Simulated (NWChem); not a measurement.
Species: CHOS cation; SMILES [OH+]=C=S

Program: NWChem. Pople sets run with spherical d functions. Medium grid unless said otherwise, to which SCAN and Minnesota functionals are sensitive. All runs use the structure optimised with PBE0-D3(BJ)/def2-TZVP. Total energies of different functionals are on different scales.

| level | energy (Ha) | highest occupied level (eV) | orbital gap (eV) |
|---|---|---|---|
| B3LYP/6-31G* | -511.7641 | -15.73 | 6.72 |
| PBE/6-31G* | -511.4621 | -14.71 | 4.98 |
| LC-wPBE (HJS exchange hole, range parameter 0.4 per bohr)/6-31G* | -511.5114 | -18.69 | 12.21 |
| HCTH/407/6-31G* | -511.7793 | -14.96 | 5.04 |
| PW6B95/6-31G* | -512.2060 | -16.08 | 7.37 |
| B97-D/6-31G* | -511.6985 | -14.71 | 5.03 |
| SCAN/6-31G* | -511.7366 | -15.07 | 5.49 |
| M06/6-31G* | -511.6795 | -16.03 | 7.30 |
| CAM-B3LYP/6-31G* | -511.7070 | -17.28 | 9.69 |
| B97-2/6-31G* | -511.7410 | -15.79 | 6.89 |
